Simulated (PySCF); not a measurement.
HZn, charge +1, multiplicity 1. Atoms are numbered in the order given.

```xyz
2

Zn     0.0000     0.0000    -0.0496
H      0.0000     0.0000     1.4894
```
Charge +1, spin multiplicity 1.

Geometry optimised at PBE-D3(BJ)/def2-TZVPD. The spin state was assumed, not searched.

Method: PBE0/pcSseg-2 in PySCF.

GIAO shieldings, no solvent; atoms alike by connectivity are averaged. δ = σ(ref) − σ: ¹H against TMS (σ = 31.54 ppm), references at their B3LYP-D3(BJ)/def2-TZVP geometries, non-relativistic.

Computed chemical shifts:
```csv
nucleus,atoms,count,δ (ppm)
¹H,H2,1,8.45
```
